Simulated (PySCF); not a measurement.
Broadened absorption spectrum of C6H9F

Compound: C6H9F.
Z-matrix (Å and degrees, GFN2-xTB geometry), rows numbered from 1:
```
C 
C   1  1.3163
C   2  1.5047  1  134.09
C   3  1.5398  2   88.92  1  -179.02
C   2  1.5104  1  133.35  3  -179.26
C   5  1.5194  2  114.34  1    60.95
F   6  1.3757  5  110.65  2   175.69
H   1  1.0771  2  121.56  3    -0.33
H   1  1.0770  2  121.87  3  -179.98
H   3  1.0894  2  114.38  1   -61.83
H   3  1.0893  2  114.26  1    63.97
H   4  1.0877  3  114.48  2   115.76
H   4  1.0871  3  114.72  2  -117.29
H   5  1.0926  2  114.22  1   -65.11
H   6  1.0952  5  111.11  2   -65.92
H   6  1.0950  5  111.45  2    57.02
```

Computed with PySCF, TDDFT wB97X-D/def2-SVPD, vertical, gas phase, core orbitals frozen in the response.

Broadening: Gaussians 0.25 eV wide at half height, area fixed by f = 4.319×10⁻⁹ ∫ε dν̃. The width is an assumption, not a result. The curve ends short of the highest state used, and states not computed would add to its high-energy end.

E (eV), ε (L mol⁻¹ cm⁻¹) and a bar:
```
     6.59         64 
     6.64        303 
     6.70       1457 #
     6.75       4224 ####
     6.80       9813 #########
     6.85      18261 #################
     6.91      28711 ##########################
     6.96      32801 ##############################
     7.01      30032 ###########################
     7.06      22085 ####################
     7.12      11672 ###########
     7.17       6052 #####
     7.22       3884 ####
     7.27       4029 ####
     7.33       5054 #####
     7.38       5226 #####
     7.43       4385 ####
     7.49       2659 ##
     7.54       1374 #
     7.59        571 
     7.64        195 
     7.70         63 
     7.75         72 
     7.80        134 
     7.85        220 
     7.91        303 
     7.96        322 
     8.01        301 
     8.06        288 
     8.12        335
```

Question: Locate the maxima and give the states behind the curve.

Answer: 178 nm (6.96 eV), ε about 33000, made up of S1 (100%); 168 nm (7.36 eV), ε about 5300, made up of S3 (90%); 156 nm (7.95 eV), ε about 320, made up of S4 (95%) (ε in L mol⁻¹ cm⁻¹; maxima over ε = 5, shares over 10%). At its high-energy end, 8.12 eV, the curve is still rising (ε about 340, from S4 and S5). The states used: S1 6.96 eV (f 0.304); S2 7.35 eV (f 0.0046); S3 7.37 eV (f 0.044); S4 7.94 eV (f 0.0029); S5 8.22 eV (f 0.0038); S6 8.44 eV (f 0.0046); S7 8.48 eV (f 0.0034); S8 8.72 eV (f 0.024).

Question: Does any computed singlet lie in the visible range?

Answer: No computed singlet lies in the visible range (380 to 750 nm); the lowest, at 178 nm, stands 3.70 eV above its violet end (3.26 eV).

Question: What would ε be at 6.96 eV, the highest of these maxima, with half the width (0.125 eV)?

Answer: About 65400 L mol⁻¹ cm⁻¹ against 32800, a factor of about 1.99; a lone state at its own centre would give exactly 2.

On an Arm Neoverse V1 with one thread, no GPU, on a shared host, this took 39 s.

One conformer stands for the species.
